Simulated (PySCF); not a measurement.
C₂H₃O₂, multiplicity 2. Atoms are numbered in the order given.

```xyz
7

C     -0.0765    -1.3505     0.0000
C      0.0113     0.2928     0.0000
O      1.2075     0.6236     0.0000
O     -1.1143     0.7933     0.0000
H     -0.6464    -1.6057     0.9108
H      0.9379    -1.7774     0.0000
H     -0.6464    -1.6057    -0.9108
```
Charge 0, spin multiplicity 2.

Geometry: PBE-D3(BJ)/def2-SVP. The isomer is the one that the SMILES or the coordinates give; other isomers of the formula were not compared.

All values below come from PBE/def2-TZVPD (PySCF).

Mulliken values depend strongly on the basis, most of all with diffuse functions as here. ESP charges are fitted to the potential on shells at 1.4 to 2.0 van der Waals radii. Atomic charges (e):

```json
[
 {"atom": "C1", "meta-Löwdin": "…", "Mulliken": "-0.39", "ESP fit": "-0.69", "Mulliken spin": "0.30"},
 {"atom": "C2", "meta-Löwdin": "…", "Mulliken": "0.45", "ESP fit": "0.73", "Mulliken spin": "-0.05"},
 {"atom": "O3", "meta-Löwdin": "…", "Mulliken": "-0.31", "ESP fit": "-0.36", "Mulliken spin": "0.42"},
 {"atom": "O4", "meta-Löwdin": "…", "Mulliken": "-0.33", "ESP fit": "-0.39", "Mulliken spin": "0.33"},
 {"atom": "H5", "meta-Löwdin": "…", "Mulliken": "0.19", "ESP fit": "0.24", "Mulliken spin": "0.00"},
 {"atom": "H6", "meta-Löwdin": "…", "Mulliken": "0.20", "ESP fit": "0.23", "Mulliken spin": "0.01"},
 {"atom": "H7", "meta-Löwdin": "…", "Mulliken": "0.19", "ESP fit": "0.24", "Mulliken spin": "0.00"}
]
```

What belongs in the gaps? (An estimate is asked for; the answer gives what the named calculation found.)


- C1, meta-Löwdin: -0.30
- C2, meta-Löwdin: 0.50
- O3, meta-Löwdin: -0.32
- O4, meta-Löwdin: -0.34
- H5, meta-Löwdin: 0.16
- H6, meta-Löwdin: 0.15
- H7, meta-Löwdin: 0.16
